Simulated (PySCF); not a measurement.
CAuO, SMILES [Au][C+]=O, charge +1, multiplicity 1.

Geometry optimised at B3LYP-D3(BJ)/def2-TZVP. The spin state was assumed, not searched. The def2 effective core potentials stand for the cores of Au; spin–orbit coupling is left out.

Level of theory: PySCF with PBE/def2-TZVPD.

Question: Estimate the frontier levels, gap, dipole moment and polarisability. (An estimate is asked for; the answer gives what the named calculation found.)

Answer: 
The highest occupied level is -14.23 eV and the lowest empty level is -10.72 eV. The orbital gap comes out as 3.51 eV, the dipole moment about the centre of nuclear charge comes out as 0.18 D and the mean static polarisability comes out as 31.2 bohr³ (4.63 Å³). The polarisability, principal values is 24.9, 24.9, 43.9 bohr³.
